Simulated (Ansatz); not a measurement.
Ansatz (a quantum-chemistry and plane-wave program) input (HF/3-21G): The .json file is the Basis Set Exchange's 3-21G.

Ansatz 0.2 input:
```yaml
crystal:
  periodic: [false, false, false]
  atoms:
    - {symbol: Be, position_ang: [-0.00000000, -0.00000000, -0.95243995]}
    - {symbol: F, position_ang: [0.00000000, 0.00000000, 0.42330665]}
basis:
  gaussian:
    orbitals: 3-21G.json
hamiltonian:
  xc: {name: HF}
magnetization: {spin_polarized: true, initial_magnetization: 1}
phonons: {temperatures: {t_min: 298.15, t_max: 298.15, t_step: 100}}
```

### Question
Which harmonic wavenumbers does it give?

### Answer
1403 cm⁻¹ (unscaled; negative means imaginary).
